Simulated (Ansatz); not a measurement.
`BOBF` + `FC([SiH3])S` → `BSC(F)[SiH3]` + `OBF`  (ligand exchange at a B–O bond)

Isolated molecules relaxed with PBE0-D4/def2-TZVP in Ansatz; ΔE leaves out vibrations. CCSD(T)/CBS adds triple-zeta CCSD(T) − MP2 to the extrapolated MP2 energy (def2 sets, frozen cores). This one scheme is used for every species. DFT in def2-TZVPP. Each species was taken in one conformer, which may not be the lowest.

`BOBF`:

Cartesian coordinates in Å:
```
B 1.021 0.350 -0.594
O -0.177 -0.300 -0.580
B -1.008 -0.376 0.497
F -2.132 -1.044 0.347
H 1.409 0.907 0.394
H 1.642 0.332 -1.614
H -0.755 0.131 1.549
```

`FC([SiH3])S`:

Cartesian coordinates in Å:
```
F 1.502 0.379 -1.163
C 0.327 0.692 -0.490
Si 0.087 -0.493 0.976
S -1.094 0.703 -1.579
H 0.414 1.729 -0.146
H -1.019 0.023 1.819
H 1.338 -0.579 1.771
H -0.262 -1.828 0.428
H -1.292 -0.626 -1.615
```

`BSC(F)[SiH3]`:

Z-matrix (Å, degrees):
```
C
S 1 1.814
Si 1 1.906 2 110.5
F 1 1.386 2 109.6 3 -120.8
H 1 1.093 2 107.2 3 122.3
B 2 1.760 1 104.4 3 -135.7
H 3 1.484 1 107.9 2 65.6
H 3 1.483 1 108.8 2 -54.3
H 3 1.484 1 108.7 2 -174.8
H 6 1.192 2 116.2 1 179.1
H 6 1.193 2 120.6 1 -0.1
```

`OBF`:

Z-matrix (Å, degrees):
```
B
O 1 1.344
F 1 1.332 2 120.3
H 1 1.192 2 120.1 3 -180.0
H 2 0.963 1 113.4 3 -0.0
```

CCSD(T)/CBS gives +18.6 kJ/mol.

Task: Another level gave +16.6 kJ/mol. Which?
A. PBE-D4/def2-TZVPP
B. ωB97X-V/def2-TZVPP
C. CAM-B3LYP-D4/def2-TZVPP
D. MP2/def2-TZVPP

Result: D. MP2/def2-TZVPP 16.6, ωB97X-V 20.7, CAM-B3LYP-D4 24.8, PBE-D4 5.3 kJ/mol.

Task: What do rigid-rotor, harmonic-oscillator terms from PBE0-D4/def2-TZVP frequencies (298.15 K, 1 bar) make of the CCSD(T)/CBS value? (An estimate is asked.)

Result: Ansatz gave: ΔZPE = +5.2 kJ/mol, ΔH = +23.6 kJ/mol, ΔS = 0 J/(mol·K), ΔG = +23.5 kJ/mol. Modes under 50 cm⁻¹ make the entropy rough.

Largest T1 diagnostic among the species: 0.014.

From BLYP to BHLYP (50 % exact exchange), in def2-TZVPP and without D4, ΔE moves by +11.2 kJ/mol. Leaving LDA and LC-ωPBE aside and taking each functional with its dispersion term where it has one, the values, not all of them listed here, spread over 22.6 kJ/mol, from revPBE-D4 to BHLYP-D4. In def2-TZVPP, CCSD(T) changes the Hartree–Fock value by −23.1 kJ/mol (the triples alone add −4.4 kJ/mol) and MP2 by −25.0 kJ/mol.
